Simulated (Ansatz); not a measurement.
Steps of a relaxation of `B[N](C)[GeH3]` with RKS PBE0-D4/def2-TZVP.

```sh
$ ansatz run in.yaml --threads 2 --pin off --events-out ev --progress --plain --max-ram 31744MiB --backend cuda --devices 0, --max-vram 18GiB
```

```yaml
crystal:
  periodic: [false, false, false]
  atoms:
    - {symbol: B, position_ang: [0.767805, 1.074261, 1.035680]}
    - {symbol: N, position_ang: [0.036796, 0.173319, 0.245237]}
    - {symbol: C, position_ang: [-1.318036, -0.263440, 0.575690]}
    - {symbol: Ge, position_ang: [0.754453, -0.555703, -1.340457]}
    - {symbol: H, position_ang: [1.893910, 1.393993, 0.697803]}
    - {symbol: H, position_ang: [0.255860, 1.520542, 2.050333]}
    - {symbol: H, position_ang: [-1.652956, 0.223925, 1.512185]}
    - {symbol: H, position_ang: [-1.369739, -1.365495, 0.720250]}
    - {symbol: H, position_ang: [-2.041167, -0.002471, -0.228761]}
    - {symbol: H, position_ang: [0.723293, -2.103284, -1.209066]}
    - {symbol: H, position_ang: [2.189960, -0.019040, -1.504962]}
    - {symbol: H, position_ang: [-0.163080, -0.131706, -2.520132]}
basis:
  gaussian: {orbitals: def2-TZVP}
hamiltonian: {xc: pbe0, dispersion: d4}
relax: {f_tol: 0.005, max_steps: 150}
```

Positions (Å) and forces (eV/Å) along the path, 7 of 7 steps:

```xyz
12
step=1 energy=-59842.5511 eV
B     0.768    1.074    1.036   -0.164   -0.137   -0.082
N     0.037    0.173    0.245    0.218    0.077   -0.045
C    -1.318   -0.263    0.576   -0.246   -0.069    0.076
Ge    0.754   -0.556   -1.340   -0.156    0.106    0.265
H     1.894    1.394    0.698   -0.418   -0.127    0.115
H     0.256    1.521    2.050    0.193   -0.162   -0.372
H    -1.653    0.224    1.512    0.185   -0.225   -0.454
H    -1.370   -1.365    0.720    0.065    0.538   -0.067
H    -2.041   -0.002   -0.229    0.380   -0.099    0.378
H     0.723   -2.103   -1.209    0.010    0.237   -0.017
H     2.190   -0.019   -1.505   -0.209   -0.077    0.023
H    -0.163   -0.132   -2.520    0.142   -0.062    0.180
12
step=2 energy=-59842.5900 eV
B     0.760    1.066    1.029   -0.055   -0.048   -0.033
N     0.038    0.171    0.241    0.106    0.017   -0.052
C    -1.310   -0.262    0.572   -0.088   -0.025    0.026
Ge    0.748   -0.552   -1.331   -0.066    0.076    0.161
H     1.873    1.382    0.695   -0.113   -0.030    0.039
H     0.254    1.506    2.031    0.058   -0.045   -0.106
H    -1.637    0.222    1.500    0.048   -0.068   -0.131
H    -1.358   -1.352    0.715    0.011    0.158   -0.021
H    -2.023    0.001   -0.224    0.106   -0.034    0.114
H     0.721   -2.087   -1.199    0.000    0.019   -0.006
H     2.172   -0.019   -1.495   -0.019   -0.010   -0.004
H    -0.161   -0.131   -2.501    0.012   -0.011    0.012
12
step=3 energy=-59842.5933 eV
B     0.758    1.063    1.026   -0.001   -0.003    0.005
N     0.039    0.171    0.240    0.016   -0.005   -0.021
C    -1.308   -0.261    0.571   -0.010   -0.001    0.004
Ge    0.746   -0.549   -1.324   -0.008    0.004    0.012
H     1.866    1.378    0.696    0.004    0.003    0.001
H     0.254    1.501    2.024   -0.001    0.003    0.004
H    -1.632    0.220    1.495    0.000    0.004    0.006
H    -1.356   -1.346    0.712    0.002   -0.007    0.000
H    -2.018    0.003   -0.221   -0.003    0.004   -0.006
H     0.719   -2.083   -1.196    0.003   -0.003    0.002
H     2.170   -0.018   -1.494   -0.001    0.000   -0.002
H    -0.162   -0.134   -2.496   -0.001    0.002   -0.003
12
step=4 energy=-59842.5934 eV
B     0.758    1.062    1.027   -0.005    0.007   -0.003
N     0.039    0.171    0.239    0.009   -0.002   -0.004
C    -1.308   -0.260    0.571   -0.008   -0.001    0.003
Ge    0.746   -0.550   -1.324    0.000    0.000    0.001
H     1.866    1.379    0.697    0.002   -0.002    0.003
H     0.254    1.501    2.024    0.001   -0.003    0.002
H    -1.631    0.219    1.495    0.001    0.000    0.000
H    -1.356   -1.346    0.711    0.000    0.000   -0.001
H    -2.018    0.004   -0.221    0.000    0.001   -0.001
H     0.721   -2.084   -1.194    0.000    0.000    0.000
H     2.169   -0.018   -1.495    0.001    0.001   -0.001
H    -0.163   -0.134   -2.496   -0.001   -0.002    0.000
12
step=5 energy=-59842.5934 eV
B     0.759    1.061    1.028   -0.002    0.000    0.002
N     0.040    0.171    0.239    0.001    0.000    0.000
C    -1.308   -0.258    0.569    0.000   -0.001   -0.003
Ge    0.746   -0.550   -1.324   -0.002   -0.001    0.000
H     1.868    1.377    0.701    0.001    0.000    0.000
H     0.254    1.498    2.026    0.001    0.000    0.000
H    -1.631    0.220    1.495    0.001    0.001    0.000
H    -1.359   -1.344    0.707    0.000    0.000    0.000
H    -2.018    0.009   -0.221    0.000    0.001    0.000
H     0.728   -2.084   -1.191    0.001    0.000    0.000
H     2.166   -0.012   -1.500    0.001    0.001    0.000
H    -0.168   -0.142   -2.494    0.000   -0.001    0.000
12
step=6 energy=-59842.5934 eV
B     0.760    1.059    1.030   -0.001   -0.002    0.002
N     0.040    0.172    0.239   -0.006   -0.001    0.002
C    -1.309   -0.256    0.568    0.007    0.000   -0.005
Ge    0.746   -0.551   -1.324    0.000    0.001    0.001
H     1.870    1.373    0.705    0.000    0.000   -0.002
H     0.254    1.495    2.028    0.002    0.001    0.000
H    -1.630    0.220    1.495   -0.001    0.001    0.001
H    -1.362   -1.342    0.701   -0.001   -0.001    0.000
H    -2.018    0.016   -0.222   -0.001    0.000    0.000
H     0.739   -2.084   -1.185    0.001    0.001    0.000
H     2.162   -0.004   -1.506   -0.001   -0.001   -0.001
H    -0.175   -0.153   -2.492    0.001    0.000    0.001
12
step=7 energy=-59842.5934 eV
B     0.760    1.058    1.031    0.000   -0.002    0.002
N     0.040    0.172    0.239   -0.003   -0.001   -0.001
C    -1.310   -0.255    0.567    0.004    0.000   -0.002
Ge    0.746   -0.551   -1.324    0.001    0.001    0.000
H     1.871    1.371    0.706    0.000    0.000   -0.001
H     0.255    1.493    2.029    0.001    0.001    0.000
H    -1.631    0.221    1.495   -0.001    0.000    0.001
H    -1.364   -1.341    0.700    0.000   -0.001    0.000
H    -2.018    0.019   -0.223   -0.001    0.000    0.000
H     0.745   -2.084   -1.183   -0.001    0.000    0.000
H     2.160    0.000   -1.510   -0.001    0.001    0.001
H    -0.177   -0.157   -2.491    0.000    0.000    0.000
```

It took 9.5 s on 2 threads of an AMD EPYC 7R13 on a shared host and a share of an NVIDIA H100 80 GB, with 0.87 GiB of host memory at the peak.
